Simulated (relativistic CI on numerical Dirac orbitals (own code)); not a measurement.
## Hyperfine structure of Sr³⁰⁺, mass number 87

Computed by Dirac-Coulomb-Breit CI, orbitals from a KLI potential per configuration, a model potential for QED, unscaled Slater integrals (own radial code, finite nucleus).

CI space (outside the closed core 1s2): 2s²2p⁴, 2s2p⁵, 2p⁶, 2p⁵3s, 2p⁵3p, 2p⁵3d, 2s²2p³3s, 2s²2p³3p, 2s²2p³3d, 2s2p⁴3s, 2s2p⁴3p, 2s2p⁴3d, 2s²2p³4s, 2s²2p³4p, 2s²2p³4d, 2s²2p³4f. Levels of other configurations are missing.

Nuclear spin I = 9/2, μ = -1.09316 μN, Q = 0.305 b (tables of Stone and Pyykkö). The electronic factors are computed for point nuclear moments, without core polarisation or the Bohr-Weisskopf and QED corrections.

```csv
Level,E (eV),A (GHz),B (GHz)
2s²2p⁴ ³P2,0.000,-22.37,17.8
2s²2p⁴ ³P1,67.481,3.521,-26.8
2s²2p⁴ ¹D2,80.773,-50.62,-71.6
2s2p⁵ ³P°2,234.206,-121.3,-53.2
2s2p⁵ ³P°1,261.681,24.57,6.43
2s2p⁵ ¹P°1,337.542,-222,-33.2
```

Levels with J = 0, under 50 % of one LS term, or S terms without an open s electron are left out. Small factors come from cancelling terms and can be off by tens of per cent or more.

At this charge energies of transitions that change n are usually good to better than 1 %, and those within a shell (Δn = 0) to a few per cent.

**Question.** Give the hyperfine levels of 2s²2p⁴ ³P2 relative to its centre of gravity.

**Answer.** With K = F(F + 1) − I(I + 1) − J(J + 1), E = AK/2 + B[¾K(K + 1) − I(I + 1)J(J + 1)]/[2I(2I − 1)J(2J − 1)]: F = 5/2: 254.2, F = 7/2: 168.1, F = 9/2: 61.91, F = 11/2: -61.12, F = 13/2: -196.9 GHz.

LS names give the leading component of a level, which can be under half, so a name can repeat, a term be missing and a line seem to break the LS rules.
